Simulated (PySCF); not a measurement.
SMILES O(B(C#C)O)C, B3LYP/def2-SVP optimised geometry.

```
11

B     -0.64     0.02     0.00
C      0.91     0.02     0.00
C      2.12     0.07     0.00
H      3.20     0.09     0.00
O     -1.34     1.19     0.00
H     -0.77     1.97     0.01
O     -1.29    -1.17     0.00
C     -2.70    -1.29     0.00
H     -3.03    -1.74    -0.95
H     -3.00    -1.97     0.82
H     -3.20    -0.32     0.13
```

Density from B3LYP/def2-TZVP (PySCF) at that geometry.

Minimum of the electron density along straight lines between bonded atoms, close to the bond critical point (lines longer than 1.1 times the sum of covalent radii, or with two minima, are not listed):

| bond | length / Å | ρ at the minimum / e bohr⁻³ | ∇²ρ there / e bohr⁻⁵ | position (fraction from the first atom) |
|---|---|---|---|---|
| B1–C2 | 1.548 | 0.181 | -0.08 | 0.33 |
| C2–C3 | 1.217 | 0.414 | -1.22 | 0.48 |
| C3–H4 | 1.075 | 0.286 | -1.06 | 0.66 |
| B1–O5 | 1.367 | 0.209 | 0.85 | 0.33 |
| O5–H6 | 0.964 | 0.356 | -2.43 | 0.81 |
| B1–O7 | 1.352 | 0.215 | 0.93 | 0.33 |
| O7–C8 | 1.416 | 0.253 | -0.52 | 0.65 |
| C8–H9 | 1.102 | 0.280 | -0.97 | 0.65 |
| C8–H10 | 1.102 | 0.280 | -0.98 | 0.65 |
| C8–H11 | 1.101 | 0.282 | -0.99 | 0.65 |
